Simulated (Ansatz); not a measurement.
`C[O][Mo](=[O])([Cl])([O]C)[O]C`, relaxed with RKS PBE-D4/def2-SVP in Ansatz 0.2.0 from a rough embedded geometry. The force threshold is 0.03 eV/Å; the program also tests the step.

Charge 0, multiplicity 1. Mo: def2 effective core potential.

Start:

```xyz
18

C     0.840    1.965    1.232
O    -0.313    1.087    1.370
Mo   -0.924    0.091   -0.739
O    -1.943    1.749   -1.221
Cl   -2.779    0.643    1.066
O    -0.618   -2.200    0.033
C    -0.771   -1.834    1.374
O     1.472    0.048   -1.184
C     1.176   -0.610   -2.443
H     0.957    2.455    2.191
H     1.673    1.355    0.939
H     0.505    2.709    0.504
H    -0.344   -0.867    1.479
H    -1.894   -1.726    1.565
H    -0.303   -2.546    2.041
H     0.876   -1.640   -2.210
H     2.078   -0.594   -3.055
H     0.311   -0.084   -2.942
```

```tsv
step	energy (eV)	largest force (eV/Å)	largest move (Å)
1	-25790.0455	7.043	0.000
2	-25793.7910	4.896	0.197
3	-25796.2526	2.150	0.195
4	-25797.9672	2.118	0.197
5	-25798.8483	1.370	0.195
6	-25799.3677	0.872	0.195
7	-25799.6071	0.612	0.195
8	-25799.7452	0.442	0.194
9	-25799.8095	0.869	0.200
10	-25799.8705	0.252	0.195
11	-25799.9053	0.360	0.199
12	-25799.9303	0.469	0.195
13	-25799.9500	0.627	0.195
14	-25799.9733	0.502	0.143
15	-25799.9950	0.303	0.193
16	-25800.0135	0.256	0.157
17	-25800.0256	0.196	0.117
18	-25800.0370	0.165	0.151
19	-25800.0437	0.162	0.114
20	-25800.0496	0.201	0.145
21	-25800.0528	0.166	0.082
22	-25800.0538	0.105	0.057
23 (rejected)	-25800.0538	0.042	0.040
24	-25800.0543	0.020	0.019
```

End:

```xyz
18

C     0.897    2.875    0.550
O     0.035    1.888    1.062
Mo   -0.799    0.435    0.206
O    -1.601    1.105   -1.117
Cl   -2.185    0.315    2.120
O    -1.210   -1.406    0.003
C    -1.179   -2.572    0.774
O     0.954    0.070   -0.461
C     1.245   -0.706   -1.603
H     1.316    3.470    1.388
H     1.730    2.381   -0.003
H     0.358    3.550   -0.150
H    -0.137   -2.856    1.049
H    -1.754   -2.395    1.714
H    -1.645   -3.407    0.210
H     0.711   -1.683   -1.563
H     2.339   -0.888   -1.647
H     0.926   -0.179   -2.531
```

Hardware: 4 threads of an AMD EPYC 7R13 on a shared host and a share of an NVIDIA H100 80 GB. Wall time 45 s, peak host memory 0.9 GiB.
